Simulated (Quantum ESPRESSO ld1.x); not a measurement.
Question: The table gives one normalised radial function P(r) = r R(r) of O+ in [He] 2p5 (r in bohr). Calculated with ld1.x of Quantum ESPRESSO 7.5: non-relativistic Kohn-Sham, LDA (Slater exchange, Perdew-Zunger correlation), spin-polarised, spherical densities, point nucleus; open shells are filled with parallel spins first.

r        P
0.0143    0.0032
0.01954   0.0058
0.02669   0.0105
0.03646   0.0189
0.04981   0.0334
0.06805   0.0582
0.09223   0.0977
0.126     0.1613
0.1721    0.2561
0.2352    0.3864
0.3213    0.5471
0.4354    0.7113
0.5949    0.8457
0.8127    0.8928
1.11      0.8171
1.517     0.6297
2.056     0.3973
2.808     0.1873
3.836     0.0603

Which n and l does it have? It may be an empty orbital.

Answer: n = 2, l = 1: the number of nodes gives n - l - 1 = 0, the rise at small r (about r^(l+1)) gives l, and the extent must fit the shell. The curve is that of 2p down; the table hardly tells the two spins apart. 2p down: eigenvalue -23.799 eV, 0 radial nodes, <r> = 1.13 bohr, 90 % of the charge inside 1.93 bohr.
